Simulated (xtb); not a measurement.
C2H8Si, SMILES C[SiH2]C. All values are semi-empirical tight-binding results from xtb (GFN2-xTB unless named), good for trends rather than for accurate numbers. The structure is a stationary point at GFN2-xTB. The isomer is the one that the SMILES or the coordinates give; other isomers of the formula were not compared.

```yaml
point_group_as_xtb_finds_it: C2v
orbital_gap: 6.47 eV
dipole_moment: 0.45 D
zero_point_energy: 55.9 kcal/mol
G − E(el) at 298.15 K (modified RRHO): 38.6 kcal/mol
static polarisability (D4 model): 56.1 bohr³
solvation energy, GFN2-xTB/ALPB(water): 0.2 kcal/mol
solvation energy, GFN2-xTB/ALPB(acetone): -3.0 kcal/mol
```
